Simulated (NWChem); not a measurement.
# CaHSF; SMILES [F][Ca][SH]

```xyz
4

Ca     0.1196     0.5051    -0.0150
F     -0.5367     2.3471     0.0256
S     -0.3056    -2.0637    -0.0479
H      1.0158    -2.3600    -0.0735
```
Atoms are numbered in this order, from 1.

Level: PBE0/def2-SVP (NWChem), optimised geometry, unscaled harmonic frequencies. 

| frequency (cm⁻¹) | IR intensity (km/mol) |
|---|---|
| 50 | 0.4 |
| 59 | 56.1 |
| 310 | 15.3 |
| 369 | 28.0 |
| 630 | 187.5 |
| 2686 | 13.7 |

- zero-point energy = 5.9 kcal/mol
- thermal correction to the enthalpy at 298.15 K (with zero-point energy) = 9.8 kcal/mol
- heat capacity Cv = 14.1 cal/(mol K)
- entropy at 298.15 K and 1 atm (symmetry number 1) = 76.3 cal/(mol K)
- dipole moment = 4.27 D

Rigid rotor and harmonic oscillator; modes under 100 cm⁻¹ make the entropy uncertain.
